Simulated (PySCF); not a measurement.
An unknown shows these calculated signals:

¹H NMR (500 MHz, computed): δ 5.98 (m, 2H), 5.12 (m, 2H), 3.02 (m, 2H), 2.95 (m, 1H), 2.93 (m, 1H).

¹³C{¹H} NMR (computed): δ 137.6 (CH), 125.4 (CH), 56.1 (CH), 52.0 (CH), 45.7 (CH).

PySCF 2.14 calculation with shieldings: GIAO PBE0/pcSseg-1 and coordinates at the GFN2-xTB level; equivalent nuclei averaged, no relativistic terms, no solvent model, single conformer.

References, each an isolated molecule treated in the same way: TMS for ¹H (σ = 31.72 ppm), ¹³C (σ = 186.93 ppm).

Task: Which of these does the molecule contain: a non-aromatic C=C double bond, a ketone, an NH or NH2 group, a methoxy group, a three-membered ring?

Result: 
- A non-aromatic C=C double bond: yes.
- A ketone: no.
- An NH or NH2 group: no.
- A methoxy group: no.
- A three-membered ring: yes.

The data belong to `C12C3C=CC(C=C1)C32`, C8H8; they needn't prove each group on their own.

Carbon signals by region: 2 in the sp2 and nitrile region (100–160 ppm), 2 at 50–100 ppm, 1 below 50 ppm.

Shifts are as computed. Against solution values, carbons near 30 ppm lie about +3 ppm off and those near 130 ppm about +5 ppm. Of 1211 compounds with measured shifts, 218 miss one by over three times the rms of a fit or turn the order of signals round; such compounds aren't used in these exercises. No couplings were computed; multiplicities are counted from neighbouring protons, with m where these are inequivalent, close in shift, in a saturated or five-membered ring or joined by F or P, and br s for small geminal =CH2 splittings.
